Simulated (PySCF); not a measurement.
**LiBr and its ions**

PBE; PySCF, no relativity, basis sets Li aug-pcseg-1, Br aug-pcseg-1. Neutral (UKS): singlet (closed shell), Re = 2.205 Å, ωe = 543 cm⁻¹, De = 4.36 eV, HOMO -5.64 eV, LUMO -1.98 eV.

LiBr⁻ (UKS): doublet (σ ↑), Re = 2.335 Å, ωe = 413 cm⁻¹, De = 1.52 eV to Li + Br⁻. The energies at the minima are -2581.05347 hartree for LiBr and -2581.08175 for LiBr⁻.

Task: Work out the adiabatic electron affinity, without and with harmonic zero-point energies (1 hartree = 27.2114 eV, 1 eV = 8065.5 cm⁻¹), and the change of the bond length.

Result: At PBE: 0.02828 hartree = 0.770 eV between the minima; the zero-point term (543.0 − 413.0)/2 cm⁻¹ = +0.008 eV makes it 0.778 eV. Re changes by +13.0 pm against the neutral. The electron enters a σ orbital; in so polar a molecule the change of length follows mostly from the change of the ionic charges.

Spin–orbit coupling is left out. For an ion De counts to the pair picked by the measured ionisation energies or electron affinities, which need not be the lowest pair at this level. The highest Kohn–Sham level is positive in this anion. Much of that is self-interaction error, but it also means that the finite basis helps to hold the extra electron. States were picked by a PBE0 search and need not be the measured ground states.
